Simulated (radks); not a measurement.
Problem. Radial electron density D(r) = 4 pi r^2 rho(r) of an atom or ion with 1 electrons. Calculated with a radial shooting solver on a logarithmic mesh with Libxc functionals: scalar-relativistic Kohn-Sham, LDA (Slater exchange, Perdew-Wang correlation), spin-polarised, spherical densities, finite nucleus; Fermi nuclear charge, rms radius of each element as measured or else 0.836 A^(1/3) + 0.57 fm.

| r (bohr) | D(r) (e/bohr) |
|---|---|
| 0.03314 | 0.2124 |
| 0.03648 | 0.2505 |
| 0.04015 | 0.2947 |
| 0.0442 | 0.3456 |
| 0.04865 | 0.4041 |
| 0.05355 | 0.4707 |
| 0.05895 | 0.5462 |
| 0.06489 | 0.6309 |
| 0.07142 | 0.7254 |
| 0.07925 | 0.8387 |
| 0.08724 | 0.9532 |
| 0.09603 | 1.076 |
| 0.1057 | 1.207 |
| 0.1164 | 1.343 |
| 0.1281 | 1.481 |
| 0.141 | 1.618 |
| 0.1552 | 1.750 |
| 0.1708 | 1.871 |
| 0.188 | 1.976 |
| 0.207 | 2.058 |
| 0.2278 | 2.112 |
| 0.2508 | 2.132 |
| 0.2783 | 2.109 |
| 0.3063 | 2.046 |
| 0.3372 | 1.941 |
| 0.3712 | 1.797 |
| 0.4086 | 1.620 |
| 0.4497 | 1.418 |
| 0.495 | 1.202 |
| 0.5449 | 0.9840 |
| 0.5998 | 0.7746 |
| 0.6603 | 0.5842 |
| 0.7268 | 0.4203 |
| 0.8 | 0.2872 |
| 0.8806 | 0.1855 |
| 0.9771 | 0.1076 |
| 1.076 | 0.06061 |
| 1.184 | 0.03165 |
| 1.303 | 0.01521 |
| 1.435 | 0.006671 |
| 1.579 | 0.002648 |
| 1.738 | 0.0009416 |
| 1.913 | 0.0002968 |

What is the nuclear charge?

Solution. Z = 4. The innermost maximum, from 1s, lies near gamma/Z bohr with gamma = sqrt(1 - (Z/c)^2) = 1.000, here 0.25 bohr (found: 0.251), and its height grows with Z. The density is that of the beryllium ion Be3+ in 1s1; the configuration itself is not fixed sharply by these data. D(r) has 1 maximum, at r = 0.251 bohr.
